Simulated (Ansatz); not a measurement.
Input file for Ansatz (a quantum-chemistry and plane-wave program): R-wB97M-V/def2-TZVPP on H5NSeSi (SMILES N[Se][SiH3]), a point of a torsion scan.

Ansatz 0.2 input:
```yaml
crystal:
  periodic: [false, false, false]
  atoms:
    - {symbol: N, position_ang: [1.74000538, -0.13462589, -0.01072468]}
    - {symbol: Se, position_ang: [0.54662896, 0.12048441, 1.40992684]}
    - {symbol: Si, position_ang: [1.01094034, -1.67983162, 2.72795874]}
    - {symbol: H, position_ang: [2.62069413, 0.32869878, 0.19883781]}
    - {symbol: H, position_ang: [1.91949244, -1.12482219, -0.14524845]}
    - {symbol: H, position_ang: [0.81373010, -2.89452585, 1.93554684]}
    - {symbol: H, position_ang: [2.40703410, -1.62602162, 3.16592026]}
    - {symbol: H, position_ang: [0.07747023, -1.56394397, 3.83367052]}
basis:
  gaussian:
    orbitals: def2-TZVPP
hamiltonian:
  xc: {name: wB97M-V}
scf: {lower_state_search: off}
```

Program output:

```
WARN ansatz: RAYON_NUM_THREADS=1 ignored (pool sized by the plan → 1); use --threads N
Functional definition: wB97M-V
these checks for a lower state are left out or cut short: stability, starts, cluster_reference, orbital_swaps, neighbouring_geometries, increment
integrals: 0.15 GiB planned
1136 factors; their error is unknown
integrals: 0.18 GiB planned
248 factors; integrals over basis functions are off by at most 8.4e-6 eV
mean field: 1.21 GiB planned
mean field evaluation 1: about -74791.2113 eV, gradient 4.0e1 eV
mean field evaluation 2: about -74790.6682 eV, gradient 4.2e1 eV
mean field evaluation 4: about -74794.2061 eV, gradient 7.7e-1 eV
mean field evaluation 8: about -74794.4496 eV, gradient 3.4e-1 eV
mean field evaluation 16: about -74794.4497 eV, gradient 4.1e-5 eV
mean field -74794.44973393 eV, -2748.6453302229 hartree, gradient 1.6e-6 eV, S^2 0.000000; 0 other end points of the search recorded, 0 dependent functions left out
reference -74794.44978056 eV, -2748.6453319365 hartree; 30, 30 occupied and 161, 161 virtual orbitals, 1136 factors
Total energy: -74794.44978056 eV, -2748.6453319365 hartree
Checks for a lower state left out: stability, starts, cluster_reference, orbital_swaps, neighbouring_geometries, increment
```

The calculation finished and met its thresholds.

Cost: about 10 core-seconds (a rough figure).
